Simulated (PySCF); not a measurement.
# Correlation energy of Te(2+) (tellurium, charge +2)

[Kr] 4d10 5s1 5p2 6s1, high-spin 5P determinant (an excited configuration). Calculation: PySCF 2.14, in aug-cc-pVQZ-DK3; the spin-free X2C one-electron Hamiltonian (Gaussian nucleus). Frozen: [Kr] 4d10; 4 electrons correlated.

MP2 pair energies summed by pair of shells (mhartree):

```tsv
pair	energy	share (%)
5p-6s	-8.11	46.2
5p-5p	-4.81	27.4
5s-5p	-3.26	18.5
5s-6s	-1.38	7.9
```

Total MP2 correlation energy: -17.57 mhartree.

Same-spin part -17.57 and opposite-spin part 0.00 mhartree; SCS-MP2 scales them by 1/3 and 6/5 to -5.86 mhartree.
